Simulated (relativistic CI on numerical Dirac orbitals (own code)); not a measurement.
**Cr⁺ in a cubic cluster: 2p photoemission with charge transfer**

Computed with a charge-transfer multiplet model of a cubic metal-ligand cluster with up to one ligand hole, Slater and spin-orbit integrals from Dirac-Coulomb-Breit ions, Slater integrals scaled by 0.9. The parameters are those of a tetrahedral site (10Dq negative, t2 hopping the larger). The ground state mixes d5 with configurations of k ligand holes L, whose averages lie at kΔ + k(k − 1)U_dd/2; a core hole lowers each added d electron by U_cd. 20 K, Lorentzian 0.6 eV and Gaussian 0.8 eV FWHM.

Atomic integrals in eV (Slater integrals scaled, ζ unscaled), ground: F2dd 7.466, F4dd 4.592, zeta_d 0.022; with the core hole: F2dd 9.411, F4dd 5.854, zeta_d 0.040, zeta_core 5.624, F2cd 5.290, G1cd 3.859, G3cd 2.190.

Cluster parameters (eV): Δ = 8.7, U_dd = 5.1, U_cd = 5.9, 10Dq = -0.5, 10Dq(ligand) = 0, final-state hopping factor = 0.9.

Weights, n_d and S are thermal averages at 20 K. Binding energies count from the first peak over 30 % of the highest in each spectrum, which can be another peak from case to case. The parameters are a model scan and need not match a compound or its usual spin state. Peaks in eV (height, largest 100): 0.0 (100), 1.0 (89), 4.9 (18), 11.1 (52), 13.6 (8).

(1) Which parameters give this spectrum?
A. V(eg) = 1.15 eV, V(t2g) = -1.95 eV
B. V(eg) = 0.25 eV, V(t2g) = -0.42 eV
C. V(eg) = 2.05 eV, V(t2g) = -3.48 eV

## Answers

(1) A. V(eg) = 1.15 eV, V(t2g) = -1.95 eV; the ground state then has 5.09 d electrons and S = 2.50. The choice follows from running the model for each set and comparing peak positions and heights. The space is cut while the next configuration still counts.
